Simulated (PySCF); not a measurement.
## Diatomic cations of Ti with the halogens

HF with triple-zeta basis sets in PySCF, for the lowest determinant that a PBE0 search found; no spin–orbit coupling. De refers to high-spin ground-configuration atoms (the charge goes to the atom of lower measured ionisation energy or higher electron affinity, which is not always the lowest computed limit). A positive dipole points towards Ti; it is taken about the centre of mass and depends on that origin.

```
 M        basis  reference  charged atom  state (unpaired electrons)  Re (Å)  ωe (cm⁻¹)  De (eV)  μ (D)
 F  def2-TZVPPD        UHF           Ti+              triplet (δ ↑↑)   1.755        789      n/a   7.66
Cl  def2-TZVPPD        UHF           Ti+          triplet (π ↑, δ ↑)   2.259        460      n/a   9.91
Br  def2-TZVPPD        UHF           Ti+          triplet (σ ↑, δ ↑)   2.399        341      n/a  11.99
```

The shortest bond is that of TiF⁺ (1.755 Å), the longest that of TiBr⁺ (2.399 Å).

The state changes along the series, so neighbouring rows are not always alike in their bonding.

Spin–orbit coupling is left out. Hartree–Fock leaves out correlation, which carries a large part of most bond energies and some tenths to 1 eV of ionisation energies. The state is the lowest single determinant that the PBE0 search found; with open d or f shells the true ground state can be another one.
